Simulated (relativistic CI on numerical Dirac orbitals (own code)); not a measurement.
Pt3+: N6,7 absorption edge

Computed with this model: Dirac-Coulomb-Breit CI, KLI orbitals optimised for each configuration, a model potential for QED, valence Slater integrals scaled by 0.7, multiplet model of core-to-valence dipole absorption; configurations [Xe] 4f14 5d7 → [Xe] 4f13 5d8; 300 K; Lorentzian 0.18 eV and Gaussian 0.3 eV FWHM. Energies are those of the free ion, without screening or charge transfer. The branching ratio is the share of the lower-energy edge in the whole absorption, uncertain by about 0.02 where the edges overlap. S is read from ⟨S²⟩ = S(S + 1).

Field parameters in Wybourne normalisation: D4h B²₀ = −7Ds, B⁴₀ = 21(Dq − Dt), B⁴₄ = 21√(5/14) Dq. The field is a parameter set, without covalency.

free ion: ground-state S = 1.35, centroid 71.21 eV. Peaks (eV, height): 70.8 (100), 73.9 (13).

D4h, 10Dq = 36200, Ds = -1500, Dt = -550 cm⁻¹: ground-state S = 0.55, centroid 74.21 eV, branching ratio 0.604. Peaks (eV, height): 72.8 (100), 73.6 (27), 75.9 (67), 76.9 (12).

D4h, 10Dq = 36200, Ds = -860, Dt = -550 cm⁻¹: ground-state S = 0.55, centroid 74.16 eV, branching ratio 0.602. Peaks (eV, height): 72.8 (100), 75.7 (61).

D4h, 10Dq = 36200, Ds = -210, Dt = -550 cm⁻¹: ground-state S = 0.55, centroid 74.10 eV, branching ratio 0.596. Peaks (eV, height): 72.3 (62), 73.0 (100), 75.6 (59), 76.2 (49).

D4h, 10Dq = 36200, Ds = 430, Dt = -550 cm⁻¹: ground-state S = 0.56, centroid 74.05 eV. Peaks (eV, height): 72.2 (55), 73.1 (100), 74.6 (9), 75.4 (53), 76.3 (46).

D4h, 10Dq = 36200, Ds = 1710, Dt = -550 cm⁻¹: ground-state S = 0.57, centroid 74.10 eV, branching ratio 0.606. Peaks (eV, height): 72.4 (56), 73.0 (100), 75.6 (50), 76.2 (50).

Strongest unbroadened transitions for D4h, 10Dq = 36200, Ds = -860, Dt = -550 cm⁻¹:

```csv
Energy (eV),Relative strength
72.29,13.0
72.35,10.8
72.54,65.5
72.80,100.0
73.04,50.9
73.19,23.2
73.22,12.9
73.44,12.9
73.45,24.4
75.56,13.6
75.69,21.1
75.71,21.5
75.78,30.0
76.09,60.7
76.39,7.5
76.42,12.9
76.62,6.5
76.81,8.9
```
